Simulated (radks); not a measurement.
Excited configurations of Au2+: one electron is placed in a higher orbital outside [Xe] 4f14 5d8. The ground configuration is [Xe] 4f14 5d9. Method: scalar-relativistic Kohn-Sham, PBE, spin-polarised, spherical densities, finite nucleus; open shells are filled with parallel spins first (spin-orbit coupling, left out, can overturn this in heavy ions); Fermi nuclear charge, rms radius 5.4371 fm; computed with a radial shooting solver on a logarithmic mesh with Libxc functionals. Excitation = E - E(ground); binding = E(ion) - E, where the ion is the core of charge +3; n* = 3/sqrt(2 binding) in atomic units, and the quantum defect is n - n*.

outer orbital  excitation (eV)  binding (eV)     n*  quantum defect  <r> (bohr)
5f                      24.884         8.431  3.811           1.189       5.168
6s                       4.104        29.211  2.047           3.953       2.362
6p                      12.935        20.380  2.451           3.549       2.955
6d                      21.580        11.735  3.230           2.770       4.495
6f                      27.558         5.757  4.612           1.388       8.901
7s                      20.464        12.851  3.087           3.913       5.005
7p                      23.060        10.255  3.456           3.544       5.971
7d                      26.255         7.060  4.165           2.835       8.146
7f                      29.260         4.055  5.495           1.505       13.67

The Delta-SCF ionisation energy is 33.315 eV (NIST Atomic Spectra Database: 30 eV, theoretical). Self-interaction in the functional shifts the binding energies and quantum defects, so they are the method's values and not measured ones. Open shells are spherical and high-spin; term and fine-structure splittings are not resolved. Spin-orbit splitting is averaged out at the scalar-relativistic level.
